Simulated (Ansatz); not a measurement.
Ideal-gas functions of CdH$_{4}$N$_{2}$, SMILES `[NH2][Cd][NH2]` at 600 K and 1 bar, from an Ansatz frequency run at PBE0-D4/def2-TZVP.

Molar mass 144.46 g/mol, point group C2 (symmetry number 2), electronic degeneracy 1, moments of inertia 3.464, 137.531, 137.617 u Å². Harmonic wavenumbers (cm⁻¹, unscaled): 142, 148, 164, 496, 546, 593, 629, 795, 796, 1561, 1561, 3530, 3530, 3623, 3623.

Use S(trans) = R[1.5 ln M + 2.5 ln T − 1.1517]; rotational temperatures θ = 24.2544 K / I; S(rot) = R[ln(√π/σ · √(T³/θAθBθC)) + 1.5]; for each mode x = 1.438777 ν̃/T, S = R[x/(eˣ − 1) − ln(1 − e⁻ˣ)] and H = RT x/(eˣ − 1); 1 cm⁻¹ = 0.0119627 kJ/mol; R = 8.31446 J/(mol·K).

**Question.** By hand: the entropy, in J/(mol·K).

**Answer.** Translation 185.4. Rotation: θ = 7.0018, 0.1764, 0.1762 K, giving 97.6. Vibration, mode by mode: 17.31, 16.97, 16.13, 7.35, 6.64, 6.05, 5.64, 4.10, 4.10, 0.95, 0.95, 0.02, 0.02, 0.01, 0.01, in all 86.3. Electronic 0.0. Sum 369.3 J/(mol·K).

**Question.** By hand: H − E and G − E in kJ/mol, counted from the electronic energy.

**Answer.** Zero-point energy ½ × 21737 × 0.0119627 = 130.0; thermal vibration 26.1; translation, rotation and pV give 4 RT = 20.0. H − E = 176.1 kJ/mol, and G − E = 176.1 − 600 × 369.3/1000 = -45.5 kJ/mol.

Vibration gives 23 % of the entropy, 34.3 J/(mol·K) of it from the modes under 150 cm⁻¹: soft modes count most, and the harmonic formula is weakest for them. The sum counts one conformer and one mirror image; others add a mixing term.
